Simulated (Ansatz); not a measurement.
B9, relaxed as a doublet with UKS PBE-D4/def2-SVP in Ansatz, starting from the GFN2-xTB geometry. Force threshold 0.02 eV/Å.

The relaxation made no stability test and no search for a lower SCF solution. The structure comes from a short search, and lower isomers may exist.

Start:

```xyz
9

B     1.829    1.120   -0.364
B    -0.949    1.518    0.532
B     0.506    1.687    0.121
B    -1.723   -1.107    0.331
B    -1.937    0.364    0.636
B     0.962   -1.388   -0.513
B     2.049   -0.337   -0.662
B    -0.278   -0.056    0.079
B    -0.459   -1.801   -0.160
```

**Question.** Estimate the energy that the relaxation releases and the steps that it takes.

**Answer.** 0.23 eV, in 11 steps; 18 s on 4 threads of Arm Neoverse V2 on a shared host. No frequencies were taken in this run, so the end may be a saddle point.

**Question.** Does the start keep its bonding and symmetry?

**Answer.** By distances, no bond broke or formed. The bond that changes most is B5–B8, from 1.80 to 1.97 Å (atoms count from 1). Point group C2v at the start, Cs at the end, both within 0.05 Å.

**Question.** Predict the relaxed structure.

**Answer.** 
```xyz
9

B     1.744    1.115   -0.338
B    -0.988    1.590    0.554
B     0.489    1.862    0.159
B    -1.709   -1.108    0.328
B    -1.931    0.373    0.636
B     1.000   -1.563   -0.552
B     1.969   -0.368   -0.646
B    -0.103   -0.019    0.027
B    -0.470   -1.882   -0.167
```
Bond lengths: 14 × B–B 1.53 to 1.98 Å.
